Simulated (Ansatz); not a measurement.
Consider the ligand exchange at a Ga–I bond: `[Cl][Ga]([Cl])[I]` + NH₃ → `[NH2][Ga]([Cl])[Cl]` + HI.

Program: Ansatz. Geometries: PBE0-D4/def2-TZVP. ΔE: electronic, gas phase. CBS: MP2 limit from def2 TZ/QZ plus the TZ coupled-cluster correction, frozen cores. This one scheme is used for every species. Functionals use def2-TZVPP. Elements past krypton have def2 core potentials. For Ga, I outer-core shells are correlated without core-valence functions, which leaves a few kJ/mol of doubt a bond. Scalar relativity is left out up to krypton. Each species was taken in one conformer, which may not be the lowest.

```json
{"level": "revPBE-D4", "ΔE (kcal/mol)": "20.5"}
{"level": "ωB97M-V", "ΔE (kcal/mol)": "19.3"}
{"level": "revPBE", "ΔE (kcal/mol)": "20.7"}
{"level": "r2SCANh", "ΔE (kcal/mol)": "20.2"}
{"level": "BHLYP", "ΔE (kcal/mol)": "19.6"}
{"level": "LC-ωPBE", "ΔE (kcal/mol)": "17.4"}
{"level": "HF/def2-TZVPP", "ΔE (kcal/mol)": "20.4"}
{"level": "CCSD(T)/def2-TZVPP", "ΔE (kcal/mol)": "18.5"}
```

Question: What does CCSD(T)/CBS give? (An estimate is asked.)

Answer: The calculation gave: +19.3 kcal/mol. The listed levels differ from it by 1.2, 0.0, 1.4, 0.9, 0.3, -1.9, 1.1, -0.8 kcal/mol.

Largest T1 diagnostic among the species: 0.011.

Leaving LDA and LC-ωPBE aside and taking each functional with its dispersion term where it has one, the values, not all of them listed here, spread over 3.2 kcal/mol, from CAM-B3LYP-D4 to BHLYP-D4. LDA lies −2.6 kcal/mol from PBE without D4. The D4 term adds +0.8 kcal/mol with B3LYP and +0.4 kcal/mol with PBE0; it sums over pairs of atoms, weighted by their polarisabilities, and B3LYP, whose exchange is more repulsive, gets the larger term.

B3LYP here is the variant with VWN-RPA as its local correlation; programs differ in this.
